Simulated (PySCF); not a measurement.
**Electron correlation in Sb²⁺ (antimony, charge +2)**

[Kr] 4d10 5s2 5p1, 2P determinant. Calculation: PySCF 2.14, in ANO-RCC-VTZP; the spin-free X2C one-electron Hamiltonian (Gaussian nucleus). Frozen: [Kr] 4d10; 3 electrons correlated.

```tsv
level	correlation energy (mhartree)
CCSD	-43.61
(T)	-0.53
CCSD(T)	-44.14
```

Diagnostics: T1 = 0.0080, D1 = 0.0191, largest double amplitude 0.095.

Problem. Is a single reference adequate?

Solution. Mostly. T1 lies below 0.03, but a double amplitude of this size points to a near-degeneracy that CCSD handles and MP2 describes poorly.
